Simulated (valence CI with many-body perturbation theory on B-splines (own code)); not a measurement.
## Ag XXVII: M1 decay

Computed by valence CI with perturbative core correlation (CI+MBPT): three valence electrons over a frozen Dirac-Fock core [Ar], a basis of 9 s, 9 p, 10 d, 8 f, 5 g, 3 h, 1 i functions for each j, with the one-electron correlation potential Σ1, the two-electron term Σ2, the three-electron term Σ3, Breit, model QED; selected CI, second order for the rest (own B-spline code, finite nucleus).

No measured spectrum was set against this ion. As an estimate, large intervals hold to a few tenths of a per cent, small ones and those within an open d or f shell to about a per cent. Only levels of the ground parity were solved; by the run's estimate the other parity begins above the list, which can be wrong where configurations are misplaced.

Lines 1 to 50 of 70 in falling wavelength, among levels below 339750 cm⁻¹, chosen from the decays that carry over 1 % of a level's rate. Wavelengths and rates use the calculated energies. S is in atomic units (e²a₀⁴ for E2 and M2, e²a₀⁶ for E3), for M1 in squared Bohr magnetons. Weak lines are less certain than strong ones. Lines between different terms over intervals too small for the method are left out, as are lines whose strength nearly cancels. The highest levels of a list are the least certain.

Names give the largest LS component (configuration and term), which can be under half, so a name can repeat, a term be missing and a line seem to break the LS rules; names also repeat where a configuration has a term twice. Letters in brackets count levels of one name in rising energy.

| λ vac (Å) | Upper | Lower | Type | A (s⁻¹) | S (a.u.) |
| --- | --- | --- | --- | --- | --- |
| 7651 | 3d³ ⁴P_1/2 | 3d³ ⁴P_3/2 | M1 | 6.01e+01 | 2.00e+00 |
| 6394 | 3d³ ⁴F_9/2 | 3d³ ⁴F_7/2 | M1 | 6.80e+01 | 6.59e+00 |
| 3771 | 3d³ ⁴F_7/2 | 3d³ ⁴F_5/2 | M1 | 6.33e+02 | 1.01e+01 |
| 3474 | 3d³ ²G_9/2 | 3d³ ²H_11/2 | M1 | 1.12e+02 | 1.74e+00 |
| 2966 | 3d³ ²D_5/2 [a] | 3d³ ²D_3/2 [a] | M1 | 3.48e+02 | 2.02e+00 |
| 2752 | 3d³ ⁴F_5/2 | 3d³ ⁴F_3/2 | M1 | 1.74e+03 | 8.08e+00 |
| 2723 | 3d³ ²P_3/2 | 3d³ ²D_5/2 [a] | M1 | 1.23e+02 | 3.68e-01 |
| 2338 | 3d³ ²H_11/2 | 3d³ ²H_9/2 | M1 | 5.33e+02 | 3.03e+00 |
| 2315 | 3d³ ⁴P_3/2 | 3d³ ⁴F_5/2 | M1 | 3.37e+02 | 6.19e-01 |
| 1964 | 3d³ ²D_5/2 [a] | 3d³ ⁴P_5/2 | M1 | 2.86e+02 | 4.82e-01 |
| 1926 | 3d³ ²H_9/2 | 3d³ ⁴F_9/2 | M1 | 2.14e+03 | 5.65e+00 |
| 1795 | 3d³ ⁴P_5/2 | 3d³ ⁴P_3/2 | M1 | 1.64e+03 | 2.11e+00 |
| 1671 | 3d³ ²D_3/2 [a] | 3d³ ⁴P_1/2 | M1 | 1.01e+03 | 7.02e-01 |
| 1644 | 3d³ ²P_3/2 | 3d³ ²P_1/2 | M1 | 1.74e+03 | 1.15e+00 |
| 1623 | 3d³ ²G_7/2 | 3d³ ⁴F_7/2 | M1 | 1.55e+03 | 1.96e+00 |
| 1622 | 3d³ ²D_5/2 [a] | 3d³ ²G_7/2 | M1 | 7.86e+01 | 7.46e-02 |
| 1480 | 3d³ ²H_9/2 | 3d³ ⁴F_7/2 | M1 | 1.85e+03 | 2.22e+00 |
| 1440 | 3d³ ²P_1/2 | 3d³ ⁴P_1/2 | M1 | 5.58e+03 | 1.24e+00 |
| 1420 | 3d³ ²P_3/2 | 3d³ ²D_3/2 [a] | M1 | 3.34e+03 | 1.42e+00 |
| 1398 | 3d³ ²G_9/2 | 3d³ ²H_9/2 | M1 | 4.11e+03 | 4.16e+00 |
| 1382 | 3d³ ⁴P_5/2 | 3d³ ⁴F_7/2 | M1 | 2.22e+02 | 1.30e-01 |
| 1372 | 3d³ ²D_3/2 [a] | 3d³ ⁴P_3/2 | M1 | 5.45e+03 | 2.08e+00 |
| 1291 | 3d³ ²G_9/2 | 3d³ ²G_7/2 | M1 | 4.35e+03 | 3.47e+00 |
| 1257 | 3d³ ⁴P_3/2 | 3d³ ⁴F_3/2 | M1 | 2.49e+03 | 7.33e-01 |
| 1234 | 3d³ ²F_5/2 | 3d³ ⁴P_5/2 | M1 | 1.29e+03 | 5.38e-01 |
| 1212 | 3d³ ²P_1/2 | 3d³ ⁴P_3/2 | M1 | 9.99e+01 | 1.32e-02 |
| 1179 | 3d³ ²F_7/2 | 3d³ ⁴P_5/2 | M1 | 7.29e+01 | 3.54e-02 |
| 1141 | 3d³ ²P_3/2 | 3d³ ⁴P_5/2 | M1 | 3.48e+03 | 7.66e-01 |
| 1134 | 3d³ ²G_7/2 | 3d³ ⁴F_5/2 | M1 | 4.70e+03 | 2.04e+00 |
| 1090 | 3d³ ²F_5/2 | 3d³ ²G_7/2 | M1 | 5.11e+02 | 1.47e-01 |
| 1080 | 3d³ ⁴P_1/2 | 3d³ ⁴F_3/2 | M1 | 6.19e+02 | 5.78e-02 |
| 1056 | 3d³ ²H_11/2 | 3d³ ⁴F_9/2 | M1 | 1.33e+03 | 7.00e-01 |
| 1046 | 3d³ ²F_7/2 | 3d³ ²G_7/2 | M1 | 1.06e+03 | 3.61e-01 |
| 1016 | 3d³ ²D_3/2 [b] | 3d³ ²P_3/2 | M1 | 3.53e+02 | 5.49e-02 |
| 1011 | 3d³ ⁴P_5/2 | 3d³ ⁴F_5/2 | M1 | 2.82e+02 | 6.49e-02 |
| 963.2 | 3d³ ²D_5/2 [b] | 3d³ ²P_3/2 | M1 | 4.27e+02 | 8.48e-02 |
| 952.2 | 3d³ ²D_3/2 [b] | 3d³ ²F_5/2 | M1 | 2.67e+03 | 3.42e-01 |
| 937.9 | 3d³ ²D_5/2 [a] | 3d³ ⁴P_3/2 | M1 | 5.63e+02 | 1.03e-01 |
| 937.9 | 3d³ ²D_5/2 [b] | 3d³ ²F_7/2 | M1 | 2.61e+03 | 4.79e-01 |
| 905.5 | 3d³ ²D_5/2 [b] | 3d³ ²F_5/2 | M1 | 5.43e+03 | 8.97e-01 |
| 861.4 | 3d³ ²D_3/2 [a] | 3d³ ⁴F_5/2 | M1 | 4.52e+03 | 4.28e-01 |
| 811.1 | 3d³ ²D_5/2 [a] | 3d³ ⁴F_7/2 | M1 | 4.01e+03 | 4.76e-01 |
| 809.9 | 3d³ ²G_9/2 | 3d³ ⁴F_9/2 | M1 | 2.15e+02 | 4.24e-02 |
| 740.1 | 3d³ ²D_3/2 [b] | 3d³ ²D_5/2 [a] | M1 | 4.18e+03 | 2.52e-01 |
| 739.4 | 3d³ ⁴P_5/2 | 3d³ ⁴F_3/2 | M1 | 5.63e+01 | 5.06e-03 |
| 731.4 | 3d³ ²F_5/2 | 3d³ ⁴P_3/2 | M1 | 8.61e+02 | 7.50e-02 |
| 718.9 | 3d³ ²G_9/2 | 3d³ ⁴F_7/2 | M1 | 8.16e+02 | 1.12e-01 |
| 711.5 | 3d³ ²D_5/2 [b] | 3d³ ²D_5/2 [a] | M1 | 5.18e+02 | 4.15e-02 |
| 706.4 | 3d³ ²F_7/2 | 3d³ ⁴F_9/2 | M1 | 1.93e+03 | 2.02e-01 |
| 697.6 | 3d³ ²P_3/2 | 3d³ ⁴P_3/2 | M1 | 5.32e+02 | 2.68e-02 |
